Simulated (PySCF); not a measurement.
# Dipole response of Ir²⁺ (iridium, charge +2)

[Xe] 4f14 5d7, high-spin 4F determinant. All numbers are calculated (PySCF 2.14, scalar relativity by spin-free X2C-1e, in x2c-TZVPPall with one added diffuse shell each of s, p, d, f type (12s8p8d4f1g, 113 functions)). Coupled (time-dependent) response in atomic units; α is the mean over directions.

| method | mean α (bohr³) | C₆ (like pair) | S(−4) |
| --- | --- | --- | --- |
| PBE0 | 10.29 | 66.42 | 27.68 |

S(−4) is the Cauchy moment in α(ω) = α(0) + S(−4) ω² + …

Spin-orbit coupling is absent.

α(iu) at PBE0:

```
u (hartree)  α(iu) (bohr³)
          0          10.29
     0.0500          10.23
      0.100          10.03
      0.200          9.360
      0.300          8.523
      0.500          6.927
      0.750          5.413
       1.00          4.333
       1.50          2.946
       2.00          2.122
       3.00          1.240
       5.00         0.5660
```

A single London oscillator, α(iu) = α/(1 + u²/ω²), gives C₆ = (3/4) ω α². Matching the computed C₆ needs ω = 4 × 66.42 / (3 × 10.29²) = 0.836 hartree.

For an ion, C₆ is the dispersion term alone; charge-induced terms of lower order in 1/R come first.

Spin-orbit coupling, absent here, splits the open shell strongly.
